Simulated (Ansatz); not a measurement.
C2H2FNOZn, SMILES `N=C1O[CH]1[Zn][F]`. Charge 0, multiplicity 1.

```xyz
8

N     0.583    1.156   -1.606
C     0.472    0.707   -0.451
O     1.192    0.344    0.616
C    -0.325    0.223    0.634
Zn   -1.034   -1.561    0.669
F    -1.679   -3.180    0.716
H     1.557    1.324   -1.851
H    -0.767    0.987    1.272
```

(1) List the harmonic frequencies (cm⁻¹, unscaled) at PBE0-D4/def2-TZVP in Ansatz. (Best estimate.)

(2) Is this a minimum?

(3) Give the ideal-gas thermochemistry at 298.15 K and 1 bar (rigid rotor, harmonic oscillator; point group C1, symmetry number 1).

(4) And at 400, 500, 600, 800 and 1000 K?

Answers

(1) Ansatz gave: 84, 104, 178, 247, 428, 533, 615, 686, 723, 864, 973, 1071, 1133, 1212, 1251, 1943, 3132, 3506.

(2) Yes, all 18 modes are real.

(3) Zero-point energy 111.8 kJ/mol; H(298) − E = 131.2 kJ/mol; entropy 345.9 J/(mol·K), of which translation 170.5, rotation 115.9, vibration 59.5; G(298) − E = 28.0 kJ/mol. Modes under 100 cm⁻¹ are hindered rotations or soft bends, so the harmonic entropy is rough.

(4) 
```
T (K)  H − E (kJ/mol)  S (J/mol/K)  G − E (kJ/mol)
  400           141.7        376.1            -8.8
  500           153.4        402.2           -47.7
  600           166.2        425.6           -89.1
  800           194.1        465.6          -178.4
 1000           224.1        499.0          -274.9
```
